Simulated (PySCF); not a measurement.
F₂GeH₄OSi, SMILES O[Si](F)(F)[GeH3].

The structure is a stationary point at ωB97X-D3(BJ)/def2-SVP. The structure was generated by enumeration, and PubChem lists no compound with its InChIKey, so it may never have been made. One conformer was computed; it need not be the lowest.

Computed with PySCF with TDDFT-PBE/def2-SVPD.

Vertical excitations. Gas-phase values at a fixed geometry. State labels are in the subgroup Cs.

```
state  symmetry  energy (eV)  λ (nm)      f                                              main pairs
-----  --------  -----------  ------  -----  ------------------------------------------------------
S1           A'         7.09     175  0.171                                          HOMO→LUMO 95 %
S2           A"         7.52     165  0.000                      HOMO−1→LUMO 78 %, HOMO→LUMO+2 20 %
S3           A'         7.53     165  0.038                                        HOMO→LUMO+1 89 %
S4           A"         7.66     162  0.015  HOMO→LUMO+2 58 %, HOMO−1→LUMO+1 22 %, HOMO−1→LUMO 16 %
S5           A"         7.77     160  0.000                    HOMO−3→LUMO 51 %, HOMO−1→LUMO+1 38 %
S6           A'         7.83     158  0.047                                        HOMO−2→LUMO 86 %
S7           A"         7.84     158  0.038                    HOMO−3→LUMO 46 %, HOMO−1→LUMO+1 35 %
S8           A'         7.93     156  0.012                                      HOMO−1→LUMO+2 85 %
S9           A"         8.03     154  0.002                  HOMO−2→LUMO+2 64 %, HOMO−3→LUMO+1 35 %
S10          A'         8.04     154  0.015                                        HOMO→LUMO+3 82 %
T1           A'         6.61     188      0                        HOMO→LUMO 66 %, HOMO→LUMO+1 30 %
T2           A"         6.67     186      0                                        HOMO→LUMO+2 97 %
T3           A'         6.80     182      0                        HOMO→LUMO+1 66 %, HOMO→LUMO 31 %
T4           A"         7.28     170      0                                        HOMO−1→LUMO 98 %
```
Triplets are in the Tamm–Dancoff approximation, which puts them higher than full response would, so one can lie above its singlet here.
